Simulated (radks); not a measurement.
Neutral germanium inside a hard spherical wall (all orbitals vanish at R), configuration held at [Ar] 3d10 4s2 4p2 and not refilled when levels cross. All-electron calculation, non-relativistic Kohn-Sham, LDA (Slater exchange, Perdew-Wang correlation), spin-unpolarised, spherical densities, point nucleus. Program: a radial shooting solver on a logarithmic mesh with Libxc functionals. Eigenvalues in eV, with the zero of energy where the potential of the charges vanishes at infinity; a dash marks a level that is unbound or too diffuse for the functional's potential to be trusted. A positive occupied level is held by the wall or, in an anion where self-interaction has pushed it up, behind a barrier. The pressure on the wall is -dE/dV.

R (bohr)  E (hartree)  kinetic (hartree)    e(3p)    e(3d)    e(4s)   e(4p)  e(5s, empty)  e(5p, empty)  pressure (GPa)
free      -2073.79429           2071.780  -114.14  -30.398  -11.605  -4.079        -0.428             -               0
20        -2073.79429           2071.780  -114.14  -30.398  -11.605  -4.079        -0.414         0.365        < 0.0001
12        -2073.79425           2071.780  -114.13  -30.392  -11.600  -4.074        -0.125         1.271        0.000777
10        -2073.79391           2071.783  -114.10  -30.356  -11.571  -4.045         0.325         2.204         0.00983
8         -2073.79092           2071.805  -113.90  -30.158  -11.415  -3.878         1.657         4.473           0.134
6         -2073.76331           2071.958  -112.90  -29.168  -10.662  -2.959         6.395        11.140            2.31
4         -2073.43407           2073.324  -107.82  -24.191   -6.248   2.875        29.221        38.186            70.3
3.5       -2073.07855           2074.592  -104.57  -21.023   -2.666   7.507        45.588        56.320             194
2.5       -2070.39588           2083.184  -90.274   -6.982   19.163  33.912        129.61        145.04            2230
